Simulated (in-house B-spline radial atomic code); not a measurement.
How numerical settings move a run on Se IV (Se3+), [Ar] 3d10 4s2 4p1. Computed with a B-spline radial code for spherical atoms: scalar-relativistic (X2C) B97-1, spin-polarised, spherical fractional occupations, Fermi nucleus of rms radius 4.14 fm.

Command:
```bash
python run_scf.py task.json out
```
Settings of the sound reference run:
```
Z                34
electrons        31
configuration    [Ar] 3d10 4s2 4p1
hamiltonian      x2c
method           b97_1
spin_polarised   True
nucleus          fermi
rms_radius       4.14
mass_number      80
atomic_mass      79.91652
speed_of_light   137.036
knot_spacing     0.22
spline_order     8
gauss_points     12
box_radius       16.22
max_iterations   70
damping          0.5
damped_steps     3
diis_vectors     10
tolerance        1e-08
start            Thomas-Fermi
```

Time taken, with all properties: 0.54 s on 1 thread of Arm Neoverse N1 (shared host).

It converges in 9 iterations to -2427.444169 hartree, with 4p up at -36.5012 eV. The other runs change the listed settings, some to values that make no sense; their results aren't properties of the atom or ion. Radii are in bohr (the nuclear one in fm), a minus after a letter asks for a j subshell, and «unchanged» means within 1e-8 hartree. The run stops when the residual is below 10 × tolerance × max(1, Z/10), or a noise floor if that is larger, and the energy moves by less than 1e-8 × √|E| hartree; so very loose and very tight tolerances often act alike.

```tsv
changed settings	outcome
diis_vectors = 1	not converged after 70 iterations, last residual 3.5e-04, last energy +2.13e-06 hartree from the reference
first_knot = 2.94e-05	converged in 9 iterations, energy -4.40e-07 hartree from the reference, 4p up level -4.2e-06 eV
max_iterations = 12	converged in 9 iterations, energy unchanged
first_knot = 2.94e-06	converged in 9 iterations, energy +8.38e-06 hartree from the reference, 4p up level -2.9e-06 eV
max_iterations = 2	not converged after 2 iterations, last residual 2.4e-01, last energy +1.12e+00 hartree from the reference
first_knot = 0.000294	converged in 9 iterations, energy +2.29e-04 hartree from the reference, 4p up level -5.6e-06 eV
max_iterations = 50, damped_steps = 8, start = bare nucleus	converged in 15 iterations, energy unchanged, 4p up level -1.2e-06 eV
spline_order = 5, gauss_points = 3, max_iterations = 75, damped_steps = 1	converged in 9 iterations, energy -4.30e-05 hartree from the reference, 4p up level +1.8e-05 eV
electrons = 32, configuration = [Ar] 3d10 4s2 4p1 1f1, max_iterations = 60	stopped with error: there is no 1f shell
first_knot = 0.0882	converged in 9 iterations, energy +1.58e+00 hartree from the reference, 4p up level -7.1e-03 eV
diis_vectors = 2	converged in 10 iterations, energy unchanged, 4p up level -1.1e-06 eV
first_knot = 0.00882	converged in 9 iterations, energy +7.77e-04 hartree from the reference, 4p up level -1.0e-05 eV
first_knot = 0.00294	converged in 9 iterations, energy -2.54e-03 hartree from the reference, 4p up level +5.1e-06 eV
hamiltonian = dirac, method = hf, spin_polarised = False, speed_of_light = 25.5024	stopped with error: Z/c is past the critical charge
diis_vectors = 4	converged in 9 iterations, energy unchanged, 4p up level +1.5e-06 eV
first_knot = 0.0294	converged in 9 iterations, energy +1.70e-01 hartree from the reference, 4p up level -7.8e-04 eV
```

(1) What happens with spline_order = 10, first_knot = 0.00294, max_iterations = 50, damped_steps = 8?

(2) What happens with knot_spacing = 1.4, gauss_points = 5, max_iterations = 60, damped_steps = 1, start = bare nucleus?

(3) What happens with electrons = 34, configuration = [Ar] 3d10 4s2 4p1 5s3, max_iterations = 75?

(4) What happens with spline_order = 7, max_iterations = 60, tolerance = 1e-05, start = bare nucleus?

Results:

(1) Converged in 12 iterations, energy -2.36e-03 hartree from the reference, 4p up level +4.0e-06 eV.

(2) Converged in 10 iterations, energy +1.16e+02 hartree from the reference, 4p up level -2.3e-01 eV (the program warns: 4p up reaches the box edge; 1s up reaches the box edge).

(3) Stopped with error: shell 5s holds at most 1 electrons (per spin).

(4) Converged in 9 iterations, energy +6.85e-06 hartree from the reference, 4p up level -6.9e-05 eV.
